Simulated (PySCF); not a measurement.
Computed shifts of a molecule C3H8BNO, PBE/pcSseg-1 in PySCF, GIAO, gas phase, equivalent atoms averaged, in ppm (number of nuclei): ¹³C: 82.4 (1), 25.3 (1), 18.4 (1). ¹⁵N: 73.6 (1). ¹H: 4.98 (1), 4.38 (1), 2.96 (1), 2.74 (1), 2.05 (1), 1.43 (3). References: ¹³C against TMS (σ = 182.0 ppm); ¹⁷O against H2O (σ = 334.3 ppm); ¹¹B against BF3 (σ = 83.9 ppm); ¹⁵N against NH3 (σ = 267.0 ppm); ¹H against TMS (σ = 31.49 ppm), references at their B3LYP-D3(BJ)/def2-TZVP geometries, non-relativistic. Coordinates come from a TPSSh-D3(BJ)/def2-SVP optimisation. Other conformers were not sampled.

Which structure fits?
(A) C[C@@H]1OCB1N
(B) NB1CCCO1
(C) C=C(C)B(N)O
(D) C[C@H]1COB1N

D, C[C@H]1COB1N
